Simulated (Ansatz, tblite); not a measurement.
Forces on the cluster B4Cl⁺ at its r2SCAN-D4/def2-SVP geometry. Charge 1, multiplicity 1.

The xTB rows come from tblite. The restricted singlet is unstable towards broken spin symmetry at other levels; at PBE-D4/def2-TZVP this wasn't settled. At PBE-D4/def2-TZVP an occupied level lies above an empty one. Another isomer (singlet) lies 2.23 eV lower at PBE0-D4/def2-TZVP; other spin states weren't run for this one.

GFN1-xTB (tblite), largest force 3.39 eV/Å:

```xyz
5
positions Å, forces eV/Å
B    -0.053    0.003   -0.018   -0.023   -0.844   -0.481
B     1.142    0.680    0.796   -1.418   -0.099   -0.572
B    -1.305   -0.503   -0.757   -0.520   -0.815   -0.646
B    -2.185   -1.500   -1.636    2.035    1.977    1.849
Cl    2.402    1.321    1.615   -0.074   -0.219   -0.150
```

GFN2-xTB (tblite), largest force 4.46 eV/Å:

```
B -0.553 0.350 -0.006
B 0.580 0.068 0.251
B -0.743 -2.587 -1.719
B 2.289 2.919 2.468
Cl -1.573 -0.750 -0.994
```

PBE-D4/def2-TZVP (Ansatz), largest force 0.32 eV/Å:

```
B 0.032 -0.014 0.004
B -0.188 -0.063 -0.103
B 0.076 -0.037 0.007
B 0.197 0.189 0.177
Cl -0.117 -0.074 -0.084
```
